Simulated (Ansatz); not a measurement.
`Cl[Si]Br` + `O[SiH3]` → `[SiH3]O[Si]Br` + HCl at 500 K and 1 bar (ligand exchange at the Si–Cl bond).

Program: Ansatz. Geometries: PBE0-D4/def2-TZVP. ΔE: electronic, gas phase. CBS: MP2 limit from def2 TZ/QZ plus the TZ coupled-cluster correction, frozen cores. This one scheme is used for every species. For Br outer-core shells are correlated without core-valence functions, which leaves a few kJ/mol of doubt a bond. Scalar relativity is left out up to krypton. One conformer a species, not always the lowest.

```tsv
species	CCSD(T)/CBS energy (Eh)	H − E (kJ/mol)	S (J/(mol·K))
`Cl[Si]Br`	-3322.23177	30.4	327.5
`O[SiH3]`	-366.69042	127.5	292.9
`[SiH3]O[Si]Br`	-3228.55316	121.4	404.8
HCl	-460.38127	32.5	201.9
```

H − E and S are ideal-gas, rigid-rotor, harmonic terms from PBE0-D4/def2-TZVP, for one conformer and one mirror image of each species. 1 Eh = 2625.50 kJ/mol, R = 8.31446 J/(mol·K).

**Question.** By hand: ΔE, ΔH, ΔS and ΔG.

**Answer.** ΔE = (-3228.55316) + (-460.38127) − (-3322.23177) − (-366.69042) = -0.01224 Eh = -32.1 kJ/mol. Δ(H − E) = 121.4 + 32.5 − 30.4 − 127.5 = -4.0, so ΔH = -36.1 kJ/mol. ΔS = 404.8 + 201.9 − 327.5 − 292.9 = -13.7 J/(mol·K). ΔG = -36.1 − 500 × (-13.7)/1000 = -29.2 kJ/mol.

**Question.** By hand: the equilibrium constant, and the temperature at which ΔG would vanish if ΔH and ΔS stayed fixed.

**Answer.** log₁₀ K = −ΔG/(RT ln 10) = 3.1. ΔG = 0 at ΔH/ΔS = 2635 K, far beyond where these terms or the molecules hold.

The number of gas molecules stays the same, so ΔS is small and ΔH decides. A doubt of 5 kJ/mol in ΔE shifts log₁₀ K by 0.5 here. Other conformers and mirror images would add mixing entropy, several J/(mol·K) or more a flexible species. These are equilibria of isolated gas molecules and say nothing of rates. Largest T1 diagnostic: 0.012 (customary marks: 0.02 for closed shells, 0.045 for open ones).
